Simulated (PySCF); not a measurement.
Input of a run (PBE0-D3(BJ)/def2-SVP geometry optimisation, gas phase (PySCF 2.14.0)), started from GFN2-xTB:
```
{"job": {"xc": "PBE0", "basis": "def2-SVP", "d3": "d3bj", "grid": 2, "kind": "geom"}, "charge": 0, "multiplicity": 1}
C      4.039103    -0.157568    -0.371677
C      2.612921    -0.607498    -0.097031
O      1.751388     0.467415    -0.409425
C      0.409469     0.303222    -0.238441
C     -0.387461     1.403319    -0.557691
C     -1.756957     1.339788    -0.416021
C     -2.378398     0.184458     0.046610
C     -3.869998     0.112545     0.181112
C     -1.579545    -0.903562     0.360662
C     -0.201934    -0.855904     0.223813
H      4.146586     0.113798    -1.418089
H      4.278575     0.709170     0.237993
H      4.730962    -0.961510    -0.137391
H      2.501547    -0.885094     0.960847
H      2.366539    -1.481018    -0.717384
H      0.095481     2.299707    -0.914110
H     -2.356143     2.203758    -0.665750
H     -4.154129    -0.574903     0.974602
H     -4.286233     1.093607     0.398278
H     -4.314538    -0.243930    -0.749035
H     -2.036809    -1.813068     0.724225
H      0.379165    -1.727346     0.482366
```

Output (energies in Eh, forces in Eh/bohr):
```
step   0  E = -424.61590859  max force = 0.016144
step   1  E = -424.61796043  max force = 0.002112
step   2  E = -424.61798164  max force = 0.000418
step   3  E = -424.61798113  max force = 0.000387
optimisation converged
```

Problem. Summarise the run.

Solution. The energy falls by 0.056 eV over 4 energy and gradient evaluations, the largest force component goes from 0.0161 to 3.9e-04 Eh/bohr, and the atoms move by 0.022 Å rms after alignment. Among the bonds, 12 bonds (C1–C2, O3–C4, C6–C7, C1–H11, C1–H12, C1–H13 and others) change most and about equally (-0.013 to +0.013 Å). Bonds longer at the end by more than 0.005 Å: 18 of 22; shorter: 3. The energy never rose by more than 1e-6 Eh on the way. The first step brought 99 % of the lowering.

Problem. What are the final bond lengths?

Solution. C1–C2 1.509 Å, C2–O3 1.407 Å, O3–C4 1.350 Å, C4–C5 1.401 Å, C5–C6 1.387 Å, C6–C7 1.403 Å, C7–C8 1.502 Å, C7–C9 1.396 Å, C9–C10 1.396 Å, C4–C10 1.398 Å, C1–H11 1.100 Å, C1–H12 1.100 Å, C1–H13 1.099 Å, C2–H14 1.106 Å, C2–H15 1.106 Å, C5–H16 1.092 Å, C6–H17 1.094 Å, C8–H18 1.100 Å, C8–H19 1.100 Å, C8–H20 1.103 Å, C9–H21 1.094 Å, C10–H22 1.090 Å. Numbering counts from 1 in the input's order; the species is `CCOc1ccc(C)cc1` (4-methylphenetole).

The run used 200 basis functions and 31 SCF cycles in all. Time: 80 s of wall time; peak memory 0.91 GiB. Hardware: Arm Neoverse V1, one thread, shared host.

Stationary, but not proved a minimum. The numbers are those of one conformer.

Conformer computed: `[CH3:1][CH2:2][O:3][c:4]1[cH:5][cH:6][c:7]([CH3:8])[cH:9][cH:10]1`: C1–C2–O3–C4 180°, C2–O3–C4–C5 180°.
